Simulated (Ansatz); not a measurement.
Geometry optimisation, Ansatz 0.2.0, UKS r2SCAN-D4/STO-3G.

input.yaml

```yaml
crystal:
  periodic: [false, false, false]
  atoms:
    - { symbol: C, position_ang: [-0.4427, -2.1209, 0.7644] }
    - { symbol: Si, position_ang: [0.8812, -1.6743, -0.4027] }
    - { symbol: "N", position_ang: [1.2794, -0.0268, -0.3564] }
    - { symbol: C, position_ang: [0.7763, 1.1149, -1.0583] }
    - { symbol: Si, position_ang: [-0.8502, 1.8032, -0.2907] }
    - { symbol: S, position_ang: [-0.5008, 2.1227, 1.8285] }
    - { symbol: H, position_ang: [-0.6672, -3.1494, 0.7616] }
    - { symbol: H, position_ang: [-1.3811, -1.5543, 0.4632] }
    - { symbol: H, position_ang: [-0.2475, -1.7652, 1.8215] }
    - { symbol: H, position_ang: [0.5099, -1.9709, -1.7766] }
    - { symbol: H, position_ang: [2.0875, -2.4307, -0.0111] }
    - { symbol: H, position_ang: [1.5796, 0.2521, 0.6261] }
    - { symbol: H, position_ang: [1.3997, 1.9332, -1.1059] }
    - { symbol: H, position_ang: [0.4763, 0.8467, -2.0814] }
    - { symbol: H, position_ang: [-1.225, 3.0996, -0.8721] }
    - { symbol: H, position_ang: [-1.988, 0.9039, -0.3849] }
    - { symbol: H, position_ang: [-1.7066, 2.6158, 2.1149] }
magnetization:
  spin_polarized: true
basis:
  gaussian: { orbitals: STO-3G }
hamiltonian:
  xc: r2scan
  dispersion: d4
relax:
  f_tol: 0.02
  max_steps: 50
```

Run as:

```bash
$ ansatz run input.yaml --threads 1 --pin off --max-ram 2048MiB --backend cpu --events-out ev --progress --plain --runs-dir out
```

Task: Where does it end, and by what steps?

Result: It converged. Limits of this set-up: minimal basis. After 38 steps the energy has fallen by 0.774 eV; H17 moved furthest, 1.97 Å.

| step | energy less start (eV) | largest force component (eV/Å) | accepted |
| --- | --- | --- | --- |
| 0 | 0.0000 | 4.672 | yes |
| 2 | -0.6239 | 0.876 | yes |
| 4 | -0.6787 | 0.339 | yes |
| 6 | -0.7026 | 0.198 | yes |
| 8 | -0.7130 | 0.175 | yes |
| 10 | -0.7205 | 0.133 | yes |
| 12 | -0.7244 | 0.168 | yes |
| 14 | -0.7277 | 0.042 | yes |
| 16 | -0.7297 | 0.133 | yes |
| 18 | -0.7253 | 0.697 | no |
| 20 | -0.7330 | 0.039 | yes |
| 22 | -0.7355 | 0.492 | no |
| 24 | -0.7432 | 0.113 | yes |
| 26 | -0.7493 | 0.437 | yes |
| 28 | -0.7614 | 0.194 | yes |
| 30 | -0.7676 | 0.136 | yes |
| 32 | -0.7713 | 0.103 | yes |
| 34 | -0.7732 | 0.047 | yes |
| 36 | -0.7736 | 0.026 | yes |
| 38 | -0.7738 | 0.016 | yes |

```xyz
17
Properties=species:S:1:pos:R:3
C -0.692 -1.844 0.551
Si 1.033 -1.502 -0.126
N 1.466 0.213 -0.326
C 0.507 0.994 -1.200
Si -0.840 1.921 -0.209
S -0.126 2.028 1.803
H -0.874 -2.924 0.596
H -1.473 -1.407 -0.082
H -0.823 -1.449 1.565
H 1.130 -2.121 -1.430
H 2.003 -2.077 0.780
H 1.415 0.697 0.620
H 1.090 1.748 -1.764
H 0.056 0.329 -1.955
H -1.010 3.267 -0.715
H -2.117 1.236 -0.248
H -0.763 0.891 2.180
```

Whether the end is a true minimum wasn't checked by a vibrational analysis.

Time of the run: 5.6 min on 1 thread of Intel(R) Xeon(R) Platinum 8488C (Sapphire Rapids) (shared host), peak memory 0.28 GiB.
